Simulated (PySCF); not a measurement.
# Computed records: B2H5OSi, BFH4NSi, BH6N2Si, CH2BCl2 and others

Calculation on a computer-drawn molecule: optimised geometry and harmonic frequencies of an isolated molecule of the commonest isotopes, restricted reference for singlets and unrestricted otherwise, frozen core in MP2. Program: PySCF 2.14.0.

Common to all runs: charge 0; multiplicity 2; basis cc-pV(D+d)Z.

(1) B2H5OSi

Start structure:
```xyz
9
B2H5OSi
B     -0.8885     1.9179     2.2323
Si    -0.4939     1.4970     0.4063
O     -0.9757    -0.1035     0.3126
B     -0.6862    -1.3381     0.3075
H     -0.5470     1.8039     3.3944
H      0.9379     1.5585    -0.1561
H     -1.2727     2.1245    -0.7143
H     -1.5947    -2.0936     0.3457
H      0.3997    -1.6945     0.3336
```

* method: HF
* rotational constants: 15.85, 3.438, 3.099 GHz
* total energy: -416.0721 hartree
* spin squared: 0.7575
* convergence status largest gradient component: 1.706e-05 hartree/bohr

Drawn bonds:
```csv
atom,other atom,order
1,2,1
2,3,1
3,4,1
1,5,1
2,6,1
2,7,1
4,8,1
4,9,1
```

Optimised structure:
```xyz
9
B2H5OSi
B     -0.5322     2.2763     2.2378
Si    -0.4937     1.3636     0.4552
O     -1.1607    -0.1676     0.4381
B     -0.7035    -1.4146     0.2144
H     -0.8532     2.0939     3.3712
H      0.9156     1.2766     0.0080
H     -1.2752     2.1767    -0.4994
H     -1.4785    -2.3306     0.2803
H      0.4602    -1.6021    -0.0436
```

Modes:
```csv
frequency (cm⁻¹),reduced mass (dalton)
45.79,2.63
185.8,2.085
223.6,1.9
250.3,1.091
292.3,1.735
550.4,1.643
567.6,1.599
683.4,3.914
763.5,5.174
841.1,1.074
959.4,1.175
1008,1.072
1081,1.407
1143,1.367
1291,1.556
1426,2.654
2307,1.043
2326,1.038
2645,1.053
2722,1.124
2792,1.097
```

(2) BFH4NSi

Start structure:
```xyz
8
BFH4NSi
B      2.4888    -1.2627     1.1638
Si     2.0707    -1.2824    -0.7426
N      0.9451     0.0817    -1.1100
F      3.4901    -1.1152    -1.5844
H      2.4525    -1.9014     2.1420
H      1.5351    -2.3547    -1.5592
H      0.5157     0.1024    -2.0055
H      1.1233     0.9171    -0.6834
```

* method: HF
* rotational constants: 6.606, 6.128, 3.683 GHz
* total energy: -469.8571 hartree
* spin squared: 0.7575
* convergence status largest gradient component: 3.53e-05 hartree/bohr

Drawn bonds:
```csv
atom,other atom,order
1,2,1
2,3,1
2,4,1
1,5,1
2,6,1
3,7,1
3,8,1
```

Optimised structure:
```xyz
8
BFH4NSi
B      2.4593    -1.2447     1.1518
Si     2.0658    -1.2222    -0.8130
N      0.9819     0.0506    -1.1186
F      3.5217    -1.0473    -1.5178
H      2.4719    -1.9907     2.0814
H      1.4900    -2.4297    -1.4324
H      0.4847     0.1031    -1.9878
H      1.1459     0.9657    -0.7430
```

Modes:
```csv
frequency (cm⁻¹),reduced mass (dalton)
160.3,2.043
262,2.641
307.1,1.583
332.7,2.097
439.7,1.484
476.4,1.54
558.7,1.269
691,5.778
780.7,1.176
844.4,6.06
921.5,1.63
940.4,2.248
999.6,1.388
1693,1.118
2337,1.041
2792,1.097
3775,1.051
3869,1.096
```

(3) BH6N2Si

Start structure:
```xyz
10
BH6N2Si
B      1.3712    -0.6862    -0.7635
Si     0.3910    -1.8822     0.3302
N     -0.1279    -3.4202    -0.3295
N     -1.2278    -1.0982     0.7721
H      1.4155    -0.1438    -1.7876
H      0.9109    -2.2633     1.6937
H      0.6270    -4.1144    -0.4184
H     -0.6723    -3.4542    -1.2045
H     -1.1588    -0.4027     1.3881
H     -1.8299    -0.9328    -0.0383
```

* method: HF
* rotational constants: 6.517, 5.693, 3.557 GHz
* total energy: -425.9935 hartree
* spin squared: 0.7585
* convergence status largest gradient component: 2.553e-05 hartree/bohr

Drawn bonds:
```csv
atom,other atom,order
1,2,1
2,3,1
2,4,1
1,5,1
2,6,1
3,7,1
3,8,1
4,9,1
4,10,1
```

Optimised structure:
```xyz
10
BH6N2Si
B      1.4216    -0.6760    -0.9089
Si     0.3367    -1.8350     0.3177
N      0.1738    -3.3623    -0.4722
N     -1.0502    -0.9067     0.7631
H      1.3368    -0.1729    -1.9901
H      0.9981    -2.1514     1.6023
H     -0.0472    -4.1827     0.0618
H     -0.2361    -3.4228    -1.3857
H     -1.5637    -1.1390     1.5934
H     -1.6709    -0.5490     0.0610
```

Modes:
```csv
frequency (cm⁻¹),reduced mass (dalton)
172.9,3.337
235.8,1.048
252.3,2.017
292.4,1.82
360.8,1.252
394.2,1.244
435.2,1.212
477,1.811
527.6,1.315
682.4,4.331
769.2,1.303
795.8,1.083
832,3.555
896,5.464
993.3,1.379
1012,1.155
1695,1.109
1696,1.117
2309,1.04
2760,1.097
3763,1.051
3763,1.051
3854,1.095
3855,1.095
```

(4) CH2BCl2

Start structure:
```xyz
6
CH2BCl2
C     -0.1544    -1.3319     0.5598
B     -0.4398    -1.4003    -0.8287
Cl     0.5036    -0.4339    -2.0605
Cl    -1.7997    -2.1792    -1.5236
H      0.6752    -0.8027     0.9672
H     -0.7053    -1.8413     1.2853
```

* method: HF
* rotational constants: 6.594, 3.105, 2.111 GHz
* total energy: -982.7934 hartree
* spin squared: 0.7579
* convergence status largest gradient component: 1.695e-05 hartree/bohr

Drawn bonds:
```csv
atom,other atom,order
1,2,1
2,3,1
2,4,1
1,5,1
1,6,1
```

Optimised structure:
```xyz
6
CH2BCl2
C     -0.1322    -1.3295     0.5883
B     -0.4604    -1.3332    -0.9054
Cl     0.5387    -0.4352    -2.0514
Cl    -1.8470    -2.2353    -1.5230
H      0.7144    -0.7814     0.9850
H     -0.7340    -1.8747     1.3060
```

Modes:
```csv
frequency (cm⁻¹),reduced mass (dalton)
285.8,16.25
300,1.018
301.9,3.08
464.6,4.201
579.3,8.712
763.6,1.495
821.2,2.064
1093,2.865
1225,4.565
1547,1.235
3296,1.055
3399,1.116
```

(5) CH2BCl2

Start structure:
```xyz
6
CH2BCl2
C     -0.1322    -1.3295     0.5883
B     -0.4604    -1.3332    -0.9054
Cl     0.5387    -0.4352    -2.0514
Cl    -1.8470    -2.2353    -1.5230
H      0.7144    -0.7814     0.9850
H     -0.7340    -1.8747     1.3060
```

- method: MP2
- rotational constants: 6.635, 3.101, 2.113 GHz
- total energy: -983.2608 hartree
- spin squared: 0.7582
- convergence status largest gradient component: 3.61e-05 hartree/bohr

Drawn bonds:
```csv
atom,other atom,order
1,2,1
2,3,1
2,4,1
1,5,1
1,6,1
```

Optimised structure:
```xyz
6
CH2BCl2
C     -0.1332    -1.3295     0.5845
B     -0.4626    -1.3332    -0.9147
Cl     0.5402    -0.4346    -2.0480
Cl    -1.8469    -2.2358    -1.5197
H      0.7214    -0.7767     0.9865
H     -0.7395    -1.8794     1.3109
```

Modes:
```csv
frequency (cm⁻¹),reduced mass (dalton)
277.6,15.91
285.9,2.85
291,1.039
445.5,4.485
574.1,8.678
763.2,1.465
798.8,1.78
1068,3.787
1203,4.017
1466,1.285
3208,1.055
3320,1.115
```

(6) CH5BClSi

Start structure:
```xyz
9
CH5BClSi
C      0.2249    -2.3214     0.7204
B      0.9412    -1.1540     0.8794
Si     0.4136     0.6177     0.0602
Cl     2.4207    -0.9556     1.7798
H     -0.8282    -2.3463     0.4450
H      0.6100    -3.3128     0.6696
H      0.3377     1.6733     0.9934
H      1.2635     1.0778    -1.0778
H     -1.0389     0.4676    -0.4495
```

- method: HF
- rotational constants: 5.798, 2.689, 1.877 GHz
- total energy: -813.9084 hartree
- spin squared: 0.7576
- convergence status largest gradient component: 7.584e-06 hartree/bohr

Drawn bonds:
```csv
atom,other atom,order
1,2,1
2,3,1
2,4,1
1,5,1
1,6,1
3,7,1
3,8,1
3,9,1
```

Optimised structure:
```xyz
9
CH5BClSi
C      0.1850    -2.4092     0.7158
B      0.9675    -1.0913     0.7795
Si     0.3276     0.7022     0.0332
Cl     2.5708    -1.1194     1.5692
H     -0.7949    -2.4772     0.2537
H      0.5696    -3.3371     1.1280
H      0.2499     1.7042     1.1246
H      1.2828     1.1921    -0.9909
H     -1.0139     0.5821    -0.5927
```

Modes:
```csv
frequency (cm⁻¹),reduced mass (dalton)
60.88,1.062
172.2,4.087
269,1.091
283.2,3.441
339.4,1.91
491.2,5.515
628.8,1.293
635,1.417
781.3,2.242
798.9,1.492
983.7,1.144
1021,1.046
1028,1.035
1076,2.213
1201,4.473
1553,1.213
2291,1.047
2299,1.05
2304,1.022
3277,1.056
3372,1.115
```
